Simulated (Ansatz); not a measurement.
Total energies of CH$_{3}$Cl$_{2}$FSi (`FC([SiH3])(Cl)Cl`).

```xyz
8

F     0.700    0.657   -1.667
C     0.745   -0.067   -0.525
Si   -0.859    0.138    0.507
Cl    0.958   -1.773   -0.967
Cl    2.140    0.489    0.422
H    -1.988   -0.329   -0.331
H    -0.993    1.576    0.838
H    -0.702   -0.690    1.723
```

Total charge 0; spin multiplicity 1. All single points use the PBE0-D4/def2-TZVP geometry. Basis def2-TZVPP, the Gaussian-basis code of Ansatz.

RPA on PBE orbitals: Hartree–Fock energy of these orbitals -1346.98218 Eh, correlation -1.50711 Eh (frozen core).

```
             functional                                       kind  energy without D4 (Eh)  D4 term (kJ/mol)
            LDA (SPW92)                                        LDA             -1344.59498                 –
                    PBE                                        GGA             -1349.05410             -22.6
                 revPBE                                        GGA             -1349.44835             -65.2
                   BLYP                                        GGA             -1349.68734             -49.9
                 r2SCAN                                   meta-GGA             -1349.57372              -5.2
                 B97M-V                         meta-GGA with VV10             -1349.37281                 –
                   PBE0         global hybrid, 25 % exact exchange             -1349.15652             -19.1
                  B3LYP                        global hybrid, 20 %             -1349.77328             -37.0
                r2SCANh                      meta-GGA hybrid, 10 %             -1349.56074              -5.6
                r2SCAN0                      meta-GGA hybrid, 25 %             -1349.54271              -6.2
HSE06 (plane-wave form)                            screened hybrid             -1349.12845             -17.8
                  BHLYP                        global hybrid, 50 %             -1349.65740             -29.5
              CAM-B3LYP                     range-separated hybrid             -1349.71228             -19.5
                LC-ωPBE                long-range corrected hybrid             -1349.30109                 –
                ωB97X-V       range-separated hybrid GGA with VV10             -1349.49886                 –
                ωB97M-V  range-separated hybrid meta-GGA with VV10             -1349.61586                 –
                 B2PLYP                              double hybrid             -1349.25335                 –
               PBE-QIDH                              double hybrid             -1348.88594                 –
```

B3LYP takes the VWN-RPA correlation (the form of Gaussian; ORCA's B3LYP/G). HSE06 is the plane-wave form, built on full-range PBE exchange. The double hybrids freeze the cores in their second-order part.

LC-ωPBE has ω = 0.4 bohr⁻¹.
